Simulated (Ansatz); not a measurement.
Stepwise reaction of `N[SiH2][SiH2]N` with hydrogen, as a gas-phase model of exchange steps in deposition or etching. ΔE in kJ/mol.

Calculated with Ansatz (gas phase, PBE0-D4/def2-TZVP geometries, no zero-point term in ΔE). CBS: MP2 limit from def2 TZ/QZ plus the TZ coupled-cluster correction, frozen cores. This one scheme is used for every species. DFT in def2-TZVPP. B3LYP here is the variant with VWN-RPA as its local correlation; programs differ in this. Each species was taken in one conformer, which may not be the lowest.

| step | reaction | PBE-D4 | B3LYP-D4 | ωB97M-V | CCSD(T)/CBS |
| --- | --- | --- | --- | --- | --- |
| 1 | `N[SiH2][SiH2]N` + H₂ → `N[SiH2][SiH3]` + NH₃ | 14.8 | 17.8 | 18.2 | 17.2 |
| 2 | `N[SiH2][SiH3]` + H₂ → `[SiH3][SiH3]` + NH₃ | 13.0 | 16.2 | 16.3 | 15.8 |

Q: By hand: ΔE of the 2 steps together at CCSD(T)/CBS.

A: (17.2) + (15.8) = 33.0 kJ/mol, or 16.5 kJ/mol a step.

In ΔE the steps differ by no more than 1.4 kJ/mol. All are uphill at CCSD(T)/CBS. PBE-D4 differs from CCSD(T)/CBS by -2.8 to -2.4 kJ/mol a step. Isolated molecules leave out the surface, adducts and barriers. Largest T1 diagnostic: 0.013.
